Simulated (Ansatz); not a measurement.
The cluster Ag₆Sb⁺, relaxed as a singlet with RKS r2SCAN-D4/def2-SVP in Ansatz, starting from the GFN1-xTB geometry. Force threshold 0.02 eV/Å.

In the def2 sets Ag, Sb take a core potential; there is no spin–orbit coupling. Another isomer (singlet) lies 0.02 eV lower at PBE0-D4/def2-TZVP; other spin states weren't run for this one.

Start:

```csv
atom,x (Å),y (Å),z (Å)
Sb1,-1.834,-0.661,0.664
Ag2,3.485,-0.563,-0.597
Ag3,-2.805,1.707,1.637
Ag4,0.749,-0.787,-0.202
Ag5,-0.051,1.280,1.482
Ag6,2.062,-2.453,-1.968
Ag7,-1.606,1.477,-1.017
```

```tsv
step	energy (eV)	largest force component (eV/Å)	SCF passes
1	-30541.3806	0.662	22
2	-30541.4971	0.395	22
3	-30541.5650	0.124	22
4	-30541.5988	0.216	28
5	-30541.6413	0.095	21
6	-30541.6639	0.028	22
7	-30541.6704	0.136	21
8	-30541.6746	0.078	22
9	-30541.6775	0.013	20
10 (rejected)	-30541.6775	0.144	20
11	-30541.6787	0.021	22
12	-30541.6791	0.068	20
13	-30541.6794	0.026	23
14	-30541.6795	0.002	23
15	-30541.6796	0.002	22
16	-30541.6796	0.003	22
```

Force components are those of the run's own axes.

End:

Cartesian coordinates in Å:
```
Sb -1.8042 -0.5561 1.1935
Ag 3.2502 -0.9389 -0.1897
Ag -2.3693 2.0536 0.9982
Ag 0.5527 -0.7184 -0.2067
Ag 0.1740 1.1155 1.9063
Ag 1.9762 -1.4067 -2.4066
Ag -1.7796 0.4509 -1.2951
```

By distances, no bond broke or formed, bridged metal pairs apart. The bond that changes most is Ag2–Ag6, from 2.73 to 2.60 Å (atoms count from 1). Metal–metal contacts that move far: Ag5–Ag7 2.95 to 3.81 Å, Ag4–Ag7 3.37 to 2.83 Å.

The force fell under the threshold at step 9, but the optimiser went on and released 0.002 eV more. No frequencies were taken in this run, so the end may be a saddle point.

Run time 74 s (4 threads of Intel Xeon 6975P-C on a shared host).
